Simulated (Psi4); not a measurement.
Psi4 input (wB97X-D/6-31G*):

```
memory 1500 MB

molecule {
1 2
C    -1.14981457   -0.05477791   -0.04502006
Si    0.54785519    0.02610017    0.02145083
H    -1.76847219    0.83159725   -0.09957680
H    -1.68390593   -0.99607076   -0.03559828
H     1.39794796   -1.17454559    0.09584332
H     1.28334497    1.30228411    0.00914054
symmetry c1
no_reorient
no_com
}

set {
  basis 6-31G*
  reference uks
  scf_type pk
  dft_radial_points 99
  dft_spherical_points 590
  e_convergence 1e-8
  d_convergence 1e-7
  maxiter 150
}

e = energy('wb97x-d')
print_out(f'\nFINAL {e:.10f} DIPOLE {variable("CURRENT DIPOLE")[0]:.6f} {variable("CURRENT DIPOLE")[1]:.6f} {variable("CURRENT DIPOLE")[2]:.6f}\n')
```

Task: What final total energy does it give?

Result: -329.57978 Eh.
